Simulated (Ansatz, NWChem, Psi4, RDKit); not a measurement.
## A ladder of methods for GaF (SMILES [F][Ga])

GaF has 2 atoms, charge 0, and is taken as a singlet. SMILES: `[F][Ga]`. Geometry: relaxed at PBE0-D4/def2-TZVP.

```jsonl
{"atom": "F", "x (Å)": "0.0000", "y (Å)": "0.0000", "z (Å)": "0.0063"}
{"atom": "Ga", "x (Å)": "0.0000", "y (Å)": "0.0000", "z (Å)": "1.7929"}
```

Quantity: the HOMO–LUMO gap, in eV. The values are calculated.

| level | kind | program | value (eV) | CPU time |
| --- | --- | --- | --- | --- |
| extended Hückel | semi-empirical | RDKit | 6.22 | under 2 s |
| HF/def2-TZVPPD | Hartree–Fock | Ansatz | 11.08 | 1.4 s |
| SVWN5/def2-TZVPPD | LDA | Ansatz | 4.68 | 1.9 s |
| revPBE/def2-TZVPPD | GGA | Psi4 | 4.64 | 14 s |
| r2SCAN/def2-TZVPPD | meta-GGA | NWChem | 5.09 | 46 s |
| TPSSh/def2-TZVPPD | hybrid meta-GGA | Psi4 | 5.49 | 41 s |
| CAM-B3LYP/def2-TZVPPD | range-separated hybrid | Psi4 | 8.69 | 43 s |
| wB97X/def2-TZVPPD | range-separated hybrid | Psi4 | 10.56 | 18 s |
| PBE-QIDH/def2-TZVPPD | double hybrid | Ansatz | 9.33 | 4.8 s |

All-electron rows without a relativistic Hamiltonian named are non-relativistic. The values span 4.64 to 11.08 eV. Orbital gaps aren't excitation energies, and those of double hybrids come from the SCF part alone; they tend to grow with the share of exact exchange. Times are those of the runs behind each value, whatever else they computed, on shared processors of several kinds: orders of magnitude only.
